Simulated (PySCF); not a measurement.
Compound: 2-cyanoselenophene, C₅H₃NSe.
InChI=1S/C5H3NSe/c6-4-5-2-1-3-7-5/h1-3H

Level of theory: PySCF, TDDFT CAM-B3LYP/def2-SVPD, vertical, gas phase, core orbitals frozen in the response. Geometry: PBE0-D3(BJ)/def2-SVP; no solvent, vibrations or thermal averaging. The CAM-B3LYP/def2-SVPD calculation is non-relativistic and has no spin–orbit coupling, an omission that weighs most on selenium.

| state | E (eV) | ν̃ (cm⁻¹) | f | symmetry | main configurations (H = HOMO, L = LUMO) |
| --- | --- | --- | --- | --- | --- |
| S1 | 4.89 | 39470 | 0.151 | A′ | H→L (78%), H-1→L (16%) |
| S2 | 5.19 | 41820 | 0.148 | A′ | H-1→L (77%), H→L (16%) |
| S3 | 5.41 | 43610 | 0.0001 | – | H-1→L+1 (61%), H→L+1 (27%) |
| S4 | 5.55 | 44760 | 0.0004 | – | H→L+1 (59%), H-1→L+1 (27%) |
| S5 | 6.25 | 50390 | 0.0001 | – | H-2→L (29%), H→L+2 (24%), H→L+3 (17%) |
| S6 | 6.36 | 51270 | 0.0014 | – | H-2→L (63%), H→L+2 (12%), H→L+3 (10%) |

The lowest singlet lies at 4.89 eV (253 nm, ultraviolet) and is strong; its leading configuration is HOMO→LUMO (78%). The largest oscillator strength of a single state is 0.151. Löwdin shares by element: HOMO carbon 60% or more, nitrogen 14% (atoms not listed hold the other 27%); LUMO carbon 50% or more, selenium 19% (atoms not listed hold the other 31%). The listed states span 1.46 eV, and the widest gap between neighbours is 0.70 eV (S4 to S5). Weighted by f, the mean energy of these states is 5.05 eV. Orbital energies (eV): HOMO-3 -11.61, HOMO-2 -10.97, HOMO-1 -8.95, HOMO -8.68, LUMO -0.96, LUMO+1 0.18, LUMO+2 0.93. No computed singlet lies in the visible range (380 to 750 nm); the lowest, at 253 nm, stands 1.63 eV above its violet end (3.26 eV). Symmetry labels in Cs follow from the direction of the transition dipole and are given only for states with f of 0.002 or more. The window holds the lowest 6 singlets.
